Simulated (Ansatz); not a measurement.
Program: Ansatz 0.2.0.

A structure relaxed at PBE0-D4/def2-TZVP, charge 0, multiplicity 1:

```json
{"atom": "C1", "x (Å)": "-1.296", "y (Å)": "-0.664", "z (Å)": "0.023"}
{"atom": "C2", "x (Å)": "-0.089", "y (Å)": "0.180", "z (Å)": "-0.305"}
{"atom": "C3", "x (Å)": "1.120", "y (Å)": "-0.631", "z (Å)": "-0.709"}
{"atom": "F4", "x (Å)": "-0.415", "y (Å)": "1.019", "z (Å)": "-1.372"}
{"atom": "C5", "x (Å)": "0.268", "y (Å)": "1.132", "z (Å)": "0.833"}
{"atom": "F6", "x (Å)": "-0.811", "y (Å)": "1.844", "z (Å)": "1.225"}
{"atom": "F7", "x (Å)": "0.697", "y (Å)": "0.421", "z (Å)": "1.907"}
{"atom": "H8", "x (Å)": "-1.529", "y (Å)": "-1.310", "z (Å)": "-0.825"}
{"atom": "H9", "x (Å)": "-2.158", "y (Å)": "-0.032", "z (Å)": "0.235"}
{"atom": "H10", "x (Å)": "-1.096", "y (Å)": "-1.289", "z (Å)": "0.895"}
{"atom": "H11", "x (Å)": "1.960", "y (Å)": "0.022", "z (Å)": "-0.954"}
{"atom": "H12", "x (Å)": "0.877", "y (Å)": "-1.226", "z (Å)": "-1.590"}
{"atom": "H13", "x (Å)": "1.420", "y (Å)": "-1.301", "z (Å)": "0.098"}
{"atom": "H14", "x (Å)": "1.054", "y (Å)": "1.835", "z (Å)": "0.540"}
```

(1) Give its formula and SMILES.

(2) Point group (tolerance 0.08 Å, 0.16 Å for H)?

(3) Summarise the bond lengths by kind.

Answers

(1) C4H7F3, `CC(C)(F)C(F)F`.

(2) C1.

(3) 3 × C–C 1.510 to 1.526 Å; 7 × C–H 1.090 to 1.095 Å; 3 × C–F 1.351 to 1.395 Å.
